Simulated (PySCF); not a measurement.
CaF, SMILES [F][Ca+], charge +1.

Coordinates come from a B3LYP-D3(BJ)/def2-TZVPD optimisation. The spin state was assumed, not searched.

Two levels are set side by side: PBE/def2-TZVPD (PySCF) and B3LYP/def2-TZVPD (PySCF). Same geometry, gas phase. Differences are taken from unrounded values.

| quantity | B3LYP |
|---|---|
| orbital gap (eV) | 7.17 |
| highest occupied level (eV) | -14.83 |
| lowest empty level (eV) | -7.66 |
| mean polarisability (bohr³) | 13.0 |

Task: What does PBE give, and how far is it from B3LYP? (The exact figures need the calculation; the answer reports its results.)

Result: 
```json
[
 {"quantity": "orbital gap (eV)", "PBE": "5.52", "PBE minus B3LYP": "-1.65"},
 {"quantity": "highest occupied level (eV)", "PBE": "-13.38", "PBE minus B3LYP": "1.45"},
 {"quantity": "lowest empty level (eV)", "PBE": "-7.86", "PBE minus B3LYP": "-0.20"},
 {"quantity": "mean polarisability (bohr³)", "PBE": "13.9", "PBE minus B3LYP": "0.9"}
]
```

PBE's occupied levels lie high since its potential decays too fast outside the molecule; exact exchange lowers them and widens the gap. Loosely held outer electrons make PBE densities more polarisable. Differences between two approximate levels are no errors against the true value.

Rough cost on one machine, each run with all the roots and properties that it gave: B3LYP against PBE within a factor of 2.
